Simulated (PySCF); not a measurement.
Gas-phase XPS of `B[NH][GeH3]`, computed

BGeH₆N.
Z-matrix (Å and degrees, PBE0-D3(BJ)/def2-SVP geometry), rows numbered from 1:
```
B 
N   1  1.3966
Ge  2  1.8560  1  126.59
H   1  1.2122  2  119.37  3    -0.21
H   1  1.2116  2  119.56  3   179.84
H   2  1.0159  1  117.37  3  -179.85
H   3  1.5405  2  108.83  1   125.56
H   3  1.5320  2  106.54  1     5.23
H   3  1.5405  2  109.47  1  -115.24
```

Computed with PySCF 2.14.0, delta-SCF UKS SCAN, pcX-2 on the ionised atom, pcseg-1 elsewhere, spin-free X2C. Vertical ΔSCF values, vacuum level as zero.

Q: What binding energy does each computed site have?

A: 
```json
{"atom(s)": "B1", "bonded to": "N and 2 H", "level": "B 1s", "binding energy (eV)": "195.46", "count": "1"}
{"atom(s)": "N2", "bonded to": "H, B and Ge", "level": "N 1s", "binding energy (eV)": "404.75", "count": "1"}
```

Q: What is the longest wavelength that can ionise N 1s of N2 (atom 2) vertically?

A: λ = hc/E = 12398.42 eV Å / 404.75 eV = 30.632 Å.

The unrestricted hole states depart most from a pure doublet (⟨S²⟩ = 0.75; over 0.85 named) for B 1s of B1 (0.90), which makes this value less certain. No level of germanium is listed. Isolated species at its PBE0-D3(BJ)/def2-SVP geometry, gas phase.
